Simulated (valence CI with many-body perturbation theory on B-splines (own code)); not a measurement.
**Re XXVI: calculated level list**

Method: valence CI with perturbative core correlation (CI+MBPT): four valence electrons over a frozen Dirac-Fock core [Kr] 4d10, radial functions for each j: 7 s, 7 p, 7 d, 7 f, 4 g, 2 h, with the one-electron correlation potential Σ1 (screened to all orders), the two-electron term Σ2, the three-electron term Σ3, Breit, model QED; selected single and double excitations, second order for the rest, scaled by the run's own slope (own B-spline code, finite nucleus).

No measured levels were compared; by estimate terms of the open shell hold to a few per cent of their energy, and close levels can change places.

Levels 181 to 202 of 202, with energies above the lowest level, (4f5/2^4) J=4. "Leading %" is the weight of the configuration and term that name the level; weights of strongly mixed levels are sums over their largest components and can fall short. In the jj column 3d3/2^4 stands for four electrons in 3d with j = 3/2.

```csv
No.,Configuration,Term,J,E (cm⁻¹),Leading %,Leading jj,Second component,g
181,4f3.5s,1D°,2,1034600,46,4f7/2^3 5s (78 %),30 % 4f3.5s 3D°,0.981
182,4f3.5s,3G°,5,1037300,90,4f5/2 4f7/2^2 5s (77 %),6 % 4f3.5s 1H°,1.180
183,4f3.5s,3G°,4,1038600,85,4f5/2 4f7/2^2 5s (64 %),5 % 4f3.5s 3F°,1.045
184,4f3.5s,3G°,3,1041300,81,4f5/2^2 4f7/2 5s (45 %),11 % 4f3.5s 1F°,0.800
185,4f3.5s,1G°,4,1046700,86,4f5/2 4f7/2^2 5s (56 %),8 % 4f3.5s 3F°,1.018
186,4f3.5s,3F°,4,1099000,88,4f7/2^3 5s (48 %),5 % 4f3.5s 1G°,1.230
187,4f3.5s,3F°,3,1101400,79,4f7/2^3 5s (41 %),12 % 4f3.5s 1F°,1.056
188,4f3.5s,3F°,2,1105000,99,4f5/2 4f7/2^2 5s (83 %),,0.667
189,4f3.5s,1F°,3,1110700,83,4f5/2 4f7/2^2 5s (69 %),14 % 4f3.5s 3F°,1.009
190,4f3.5p,5K,5,1218900,56,4f5/2^3 5p1/2 (86 %),33 % 4f3.5p 3I,0.753
191,4f3.5p,3H,4,1228900,44,4f5/2^3 5p1/2 (82 %),35 % 4f3.5p 5I,0.762
192,4f3.5p,5K,6,1244800,55,4f5/2^2 4f7/2 5p1/2 (94 %),16 % 4f3.5p 3I,0.943
193,4f3.5p,5I,5,1248800,35,4f5/2^2 4f7/2 5p1/2 (92 %),29 % 4f3.5p 3H,0.989
194,4f3.5p,5G,2,1257100,44,4f5/2^3 5p1/2 (81 %),35 % 4f3.5p 3F,0.625
195,4f3.5p,3D,1,1261700,44,4f5/2^3 5p1/2 (81 %),26 % 4f3.5p 5F,0.645
196,4f3.5p,5K,7,1265000,37,4f5/2 4f7/2^2 5p1/2 (52 %),23 % 4f3.5p 3K,1.056
197,4f3.5p,5H,6,1267700,38,4f5/2 4f7/2^2 5p1/2 (61 %),23 % 4f3.5p 5I,1.124
198,4f3.5p,3I,5,1269800,27,4f5/2^2 4f7/2 5p1/2 (84 %),13 % 4f3.5p 3H,0.977
199,4f3.5p,3H,4,1272200,26,4f5/2^2 4f7/2 5p1/2 (82 %),15 % 4f3.5p 3F,1.030
200,4f3.5p,5G,3,1272600,37,4f5/2^3 5p1/2 (48 %),16 % 4f3.5p 5H,0.874
201,4f3.5p,3D,2,1274800,27,4f5/2^2 4f7/2 5p1/2 (66 %),26 % 4f3.5p 5F,1.051
202,4f3.5p,5H,3,1277900,41,4f5/2^2 4f7/2 5p1/2 (71 %),12 % 4f3.5p 5G,0.758
```

Where two levels of one J and parity lie close, their mixing, g and order are uncertain.
